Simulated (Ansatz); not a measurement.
The Si1–H2 bond of H4Si2 (SMILES [SiH][SiH3]) is stretched (multiplicity 1, the rest rigid).
Geometry at rest (charge 0, multiplicity 1):
```xyz
6

Si    -0.00339     1.03724     0.82595
H     -0.44387     1.86151    -0.37737
Si     0.02919    -0.89104    -0.59790
H      0.97945    -0.66055    -1.72119
H     -1.32622    -1.10029    -1.17841
H      0.42941    -2.14745     0.08431
```

Cores are frozen in the correlated methods.

The values were computed with Ansatz (Gaussian basis) for Hartree–Fock, density functionals and correlated methods. 

Energies above the point at 1.524 Å (the B3LYP-D3(BJ) bond length), FIC-MRCISD+Q on CASSCF(2,2)/cc-pV(T+d)Z (kcal/mol): 4.94 at 1.371 Å; 3.27 at 1.676 Å; 77.00 at 4.876 Å.

Problem. Take the last value as the depth D of a Morse curve D(1 − e^(−a(R − R₀)))², fit a and R₀ to the two near points, and test it at 2.057 and 2.666 Å.

Solution. 
With D = 77.0, both near points (counted from the curve's value at 1.524 Å) are met by a = 1.50 Å⁻¹ and R₀ = 1.522 Å, so k = 2Da² = 346 kcal/(mol Å²). The curve then gives 23.4 and 51.8 kcal/mol; the level itself gives 24.0 and 55.6, so Morse is off by -0.7 and -3.9.

Ansatz is a quantum-chemistry and plane-wave program.
